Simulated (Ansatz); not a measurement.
A CCSD(T) single point on F5HOW, SMILES `[OH][W]([F])([F])([F])([F])[F]`.

```yaml
crystal:
  periodic: [false, false, false]
  atoms:
    - {symbol: O, position_ang: [-0.656192, -1.281610, 0.451990]}
    - {symbol: W, position_ang: [0.134840, 0.262797, -0.092168]}
    - {symbol: F, position_ang: [1.418210, 0.152853, 1.229575]}
    - {symbol: F, position_ang: [-1.088745, 0.489835, -1.455145]}
    - {symbol: F, position_ang: [0.935613, 1.827146, -0.644265]}
    - {symbol: F, position_ang: [-0.924722, 1.280211, 1.025178]}
    - {symbol: F, position_ang: [1.254377, -0.637990, -1.250423]}
    - {symbol: H, position_ang: [-1.073392, -2.093253, 0.735258]}
basis:
  gaussian: {orbitals: def2-TZVPP}
correlation: {method: ccsd_t}
output: {orbitals: {seedname: orbitals}}
```

```sh
$ ansatz run in.yaml --threads 2 --pin off --events-out ev --progress --plain --max-ram 22528MiB --backend cuda --devices 0, --max-vram 18GiB
```

Log, shortened:

```
Functional definition: HF
1715 factors; integrals over basis functions are off by at most 8.1e-4 eV
mean field evaluation 1: about -17391.1024 eV, gradient 8.4e1 eV
mean field evaluation 2: about -17391.3608 eV, gradient 8.5e1 eV
mean field evaluation 4: about -17402.4557 eV, gradient 4.9e0 eV
mean field evaluation 8: about -17402.5552 eV, gradient 5.2e-1 eV
mean field -17402.55618030 eV, -639.5321437498 hartree, gradient 5.8e-6 eV, S^2 0.000000; 0 other end points of the search recorded, 0 dependent functions left out
6 core orbitals not correlated: weight in the atoms' cores, before any rotation towards them, 1.000 or more for the frozen orbitals, at most 0.000 for the correlated occupied ones
reference -17402.55618030 eV, -639.5321437498 hartree; 28, 28 occupied and 222, 222 virtual orbitals, 1715 factors
second order -54.33957560 eV of doubles, -0.00000000 eV of singles
cycle   1  -51.04506742 eV  change     3.3e0 eV  update   2.7e-1
cycle   2  -52.77394101 eV  change    -1.7e0 eV  update   1.5e-1
cycle   3  -53.14212063 eV  change   -3.7e-1 eV  update   4.4e-2
cycle   4  -53.11581402 eV  change    2.6e-2 eV  update   1.6e-2
cycle   5  -53.08802243 eV  change    2.8e-2 eV  update   4.1e-3
cycle   6  -53.08960347 eV  change   -1.6e-3 eV  update   1.5e-3
cycle   7  -53.09048930 eV  change   -8.9e-4 eV  update   5.4e-4
cycle   8  -53.09013545 eV  change    3.5e-4 eV  update   1.8e-4
cycle   9  -53.09004233 eV  change    9.3e-5 eV  update   8.4e-5
cycle  10  -53.09016852 eV  change   -1.3e-4 eV  update   3.2e-5
cycle  11  -53.09011830 eV  change    5.0e-5 eV  update   1.8e-5
perturbative correction -2.22970608 eV, -0.0819401873 hartree
Total energy: -17457.87600469 eV, -641.5651097989 hartree
```

Run time 11 s (2 threads of an AMD EPYC 7R13 on a shared host and a share of an NVIDIA H100 80 GB); peak host memory 0.88 GiB.

MP2 recovers 98.2 % of the CCSD(T) correlation energy and the triples give 4.0 %; T1 = 0.0208.
